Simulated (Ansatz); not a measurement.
CH9AlOSi2 can be A, `[CH3][AlH][O][SiH2][SiH3]`, or B, `[AlH2][O]C[SiH2][SiH3]`.

Isolated molecules relaxed with PBE0-D4/def2-TZVP in Ansatz; ΔE leaves out vibrations. CBS: MP2 limit from def2 TZ/QZ plus the TZ coupled-cluster correction, frozen cores. DFT in def2-TZVPP. Each species was taken in one conformer, which may not be the lowest.

A:

Z-matrix (Å, degrees):
```
C
Al 1 1.943
H 1 1.095 2 111.0
H 1 1.093 2 112.5 3 120.9
H 1 1.095 2 111.0 3 -118.2
O 2 1.694 1 118.5 3 59.0
H 2 1.581 1 125.5 3 -121.0
Si 6 1.628 2 154.9 1 0.2
Si 8 2.349 6 111.2 2 0.9
H 8 1.491 6 109.8 2 121.8
H 8 1.491 6 109.8 2 -120.1
H 9 1.490 8 110.8 6 59.7
H 9 1.490 8 110.8 6 179.9
H 9 1.490 8 110.8 6 -59.9
```

B:

```xyz
14

Al    3.098   -1.068   -0.244
O     1.448   -1.227   -0.579
C     0.414   -0.304   -0.812
Si   -0.768   -0.249    0.671
Si   -2.495    1.297    0.334
H     3.884   -2.409    0.018
H     3.724    0.387   -0.228
H     0.799    0.709   -1.005
H    -0.143   -0.600   -1.710
H     0.018    0.137    1.879
H    -1.340   -1.603    0.907
H    -3.404    1.336    1.511
H    -3.296    0.932   -0.867
H    -1.939    2.662    0.123
```

(1) Which isomer does CCSD(T)/CBS put lower? Give the gap. (Estimate.)

(2) Give E(B) − E(A) in kcal/mol with r2SCAN-D4, CCSD(T)/def2-TZVPP, CCSD/def2-TZVPP, ωB97M-V, MP2/def2-TZVPP, PBE0-D4, B2PLYP. (An estimate is asked.)

Largest T1 diagnostic: 0.014.

## Answers

(1) Computed: A, by 54.3 kcal/mol.

(2) Ansatz gave: r2SCAN-D4 53.8, CCSD(T)/def2-TZVPP 53.5, CCSD/def2-TZVPP 54.0, ωB97M-V 53.3, MP2/def2-TZVPP 55.5, PBE0-D4 51.8, B2PLYP 53.8. None reverses the order clearly.

From PBE to PBE0 (25 % exact exchange), in def2-TZVPP and without D4, E(B) − E(A) moves by +2.0 kcal/mol.
